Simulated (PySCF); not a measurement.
Isomers of C9H16O. Level of theory: PySCF 2.14.0, PBE0-D3(BJ)/def2-SVP geometry optimisation, gas phase. One conformer each; no zero-point energy, no entropy. No frequencies were run at this level. Point groups hold within 0.08 Å.

Question: Rank from lowest to highest electronic energy at this level (kJ/mol).
A. `[CH3:1][O:2][C@:3]12[CH2:4][CH2:5][CH2:6][C@H:7]1[CH2:8][CH2:9][CH2:10]2` with C1–O2–C3–C4 -58°, O2–C3–C4–C5 -143°, C3–C4–C5–C6 41°, C4–C5–C6–C7 -40°, C5–C6–C7–C8 -94°
B. `[CH3:1][CH2:2][O:3][C@H:4]1[CH2:5][CH2:6][CH2:7][C:8]12[CH2:9][CH2:10]2` with C1–C2–O3–C4 177°, C2–O3–C4–C5 81°, O3–C4–C5–C6 81°, C4–C5–C6–C7 44°, C5–C6–C7–C8 -34°, C6–C7–C8–C9 -131°

Answer: A (0.0), B (90.2).

As drawn, the higher has a three-membered ring and a quaternary carbon, which the lower lacks.

```
               SMILES      E (Eh)  E rel (kJ/mol)  dipole (D)  point group       A, B, C (MHz)
CO[C@]12CCC[C@H]1CCC2  -427.02635             0.0        1.06           C1    1720, 1409, 1002
   CCO[C@H]1CCCC12CC2  -426.99200            90.2        1.02           C1  1989, 972.3, 766.9
```
